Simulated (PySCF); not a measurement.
These compounds are isomers of formula C₅H₆F₂O₂.

A. `CO/C(C)=C(/F)C(=O)F`
B. `C(F)(F)OC1=COCC1`
C. SMILES CCOC(=O)C=C(F)F

Spectrum 1. $^{1}$H NMR (300 MHz, computed): δ 6.40 (m, 1H), 6.08 (s, 1H), 4.60 (m, 2H), 3.17 (m, 2H). $^{13}$C{$^{1}$H} NMR (computed): δ 141.2 (C), 133.3 (CH), 122.7 (CH), 69.3 (CH2), 34.4 (CH2).

Spectrum 2. $^{1}$H NMR (300 MHz, computed): δ 4.00 (s, 3H), 2.31 (s, 3H). $^{13}$C{$^{1}$H} NMR (computed): δ 170.5 (C), 158.0 (C), 141.1 (C), 56.1 (CH3), 13.2 (CH3).

Spectrum 3. $^{1}$H NMR (300 MHz, computed): δ 4.95 (m, 1H), 4.50 (q, 2H), 1.37 (t, 3H). $^{13}$C{$^{1}$H} NMR (computed): δ 176.4 (C), 168.3 (C), 84.1 (CH), 63.6 (CH2), 16.5 (CH3).

PySCF 2.14 calculation with PBE0/pcSseg-1 with gauge-including orbitals and structure optimised with GFN2-xTB; fast rotation and ring inversion assumed for equivalent nuclei, non-relativistic Hamiltonian, gas phase, one computed conformer.

Scale: $^{1}$H and $^{13}$C against TMS (reference shieldings calculated alike). Splittings of carbon signals by F and P are missing where no couplings were computed. Where no couplings were computed, multiplicities follow the n + 1 count of equivalent neighbours, and m marks all less simple cases (inequivalent or close neighbours, rings, F or P nearby). Shifts are as computed. Against solution values, carbons near 30 ppm lie about +3 ppm off and those near 130 ppm about +5 ppm. Of 1211 compounds with measured shifts, 218 miss one by over three times the rms of a fit or turn the order of signals round; such compounds aren't used in these exercises.

Task: Which spectrum belongs to which compound?

Result: 1–B, 2–A, 3–C.

- Spectrum 1 (B): 5 $^{13}$C signals; δC 141.2 is an alkene carbon bearing oxygen; δC 133.3 is an alkene carbon bearing oxygen.
- Spectrum 2 (A): 5 $^{13}$C signals; δC 170.5 is an alkene carbon bearing oxygen; δC 56.1 is a methyl carbon bonded to O.
- Spectrum 3 (C): 5 $^{13}$C signals; δC 176.4 is a β carbon of a C=C–C=O unit; δC 168.3 is an ester carbonyl carbon.
